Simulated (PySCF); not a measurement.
Ne+: ionisation energy

Ne+ [He] 2s2 2p5 [2p1/2^2 2p3/2^3, M_J = 3/2] → Ne(2+) [He] 2s2 2p4 [2p1/2^2 2p3/2^2, M_J = 2], as a difference of total energies. Computed with PySCF 2.14 in x2c-SVPall-2c (3s2p1d, 14 functions), with the two-component X2C-1e Hamiltonian. Correlated levels: 1s2 frozen. "Screened" scales the spin-orbit matrix elements by Boettger's factors to mimic the two-electron term; Breit and QED terms are absent.

```json
{"method": "GHF (spin-free)", "ionisation energy (eV)": "39.529", "error (eV)": "-1.434"}
{"method": "GMP2 (spin-free)", "ionisation energy (eV)": "40.640", "error (eV)": "-0.323"}
{"method": "GHF (screened spin-orbit)", "ionisation energy (eV)": "39.524", "error (eV)": "-1.439"}
{"method": "GMP2 (screened spin-orbit)", "ionisation energy (eV)": "40.635", "error (eV)": "-0.328"}
```

Reference: 40.963 eV (measured; NIST Atomic Spectra Database, ionization energies).

Errors of the correlated levels include the incompleteness of this basis and the frozen core.

The labels give the starting determinants; with spin-orbit coupling the two ends relaxed to ⟨J²⟩ = 3.75, ⟨L²⟩ = 2.00, ⟨S²⟩ = 0.75 and ⟨J²⟩ = 6.00, ⟨L²⟩ = 2.00, ⟨S²⟩ = 2.00.
